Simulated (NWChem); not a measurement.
System: BeHSF; SMILES [Be]([F])[SH]

```xyz
4

Be     0.0011    -0.6276     0.0000
F     -0.0627    -2.0023     0.0000
S      0.1291     1.2782     0.0000
H     -1.2136     1.4497     0.0000
```
Atoms are numbered in this order, from 1.

Computed with NWChem. Pople sets run with spherical d functions. Geometry: optimised at B3LYP/6-31G* (spherical d). Vzz is the largest principal value of the second derivative of the potential at the nucleus (NWChem prints the opposite sign); η is the asymmetry. Non-relativistic.

| level | Vzz Be1 (a.u.) | η Be1 | Vzz S3 (a.u.) | η S3 |
|---|---|---|---|---|
| PBE0/def2-SVP | -0.136 | 0.26 | 1.751 | 0.74 |
| PBE0/6-31G* | (withheld) | 0.21 | (withheld) | 0.86 |
| PBE/6-31G* | -0.155 | 0.24 | 1.685 | 0.88 |
| PBE/def2-TZVP | -0.176 | 0.22 | 1.853 | 0.73 |

Some entries are withheld; supply them.


- PBE0/6-31G*, Vzz Be1 (a.u.): -0.165
- PBE0/6-31G*, Vzz S3 (a.u.): 1.700
